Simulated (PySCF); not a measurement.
Mapped SMILES: `[CH2:1]=[C:2]1[CH2:3][C:4](=[C:5]=[O:6])[Si@@H:7]1[CH3:8]`. Each H is labelled by its parent atom. Ha(C1) is cis to C3; Ha(C3) is cis to C8 on the ring; Hb(C1) is trans to C3; Hb(C3) is trans to C8 on the ring.

One computed conformer, non-relativistic Hamiltonian, equivalent nuclei averaged, in vacuum. GFN2-xTB structure; shielding tensors at PBE0/pcSseg-1 (GIAO); PySCF.

Referencing at the same level of theory: TMS for 13C and 1H and 29Si; 17O against H2O.

```
 atoms  nucleus  count  Hirshfeld charge  δ (ppm)
    C1      13C      1             -0.10        ?
    C8      13C      1             -0.21      1.3
    C3      13C      1             -0.06     33.7
Ha(C3)       1H      1              0.04     3.74
H(Si7)       1H      1             -0.07        ?
 H(C8)       1H      3              0.05     0.58
    C2      13C      1             -0.09    158.6
Ha(C1)       1H      1              0.05     6.02
   Si7     29Si      1              0.39     -6.9
Hb(C1)       1H      1              0.05        ?
Hb(C3)       1H      1              0.05     3.80
    C4      13C      1             -0.17      6.6
    O6      17O      1             -0.18    312.6
    C5      13C      1              0.17        ?
```

Task: Estimate the values marked ?.

Result: 
- C5: 178.7 ppm, central carbon of a ketene
- C1: 134.5 ppm, terminal =CH2 carbon; an sp2 carbon of a C=C bond
- Hb(C1): 5.81 ppm, hydrogen on a terminal =CH2 carbon; olefinic region
- H(Si7): 5.81 ppm, hydrogen on a silicon bonded to 3 C, in a 4-membered ring

Shifts are as computed. Against solution values, carbons near 30 ppm lie about +3 ppm off and those near 130 ppm about +5 ppm. Of 1309 compounds with measured shifts, 239 miss one by over three times the rms of a fit or turn the order of signals round; such compounds aren't used in these exercises. Unscaled 17O shifts of doubly bonded oxygen tend to come out too high, by tens of ppm or more. Experimental scales use liquid or dissolved standards, which lie at an offset from isolated H2O (liquid H2O: subtract about 36 ppm).
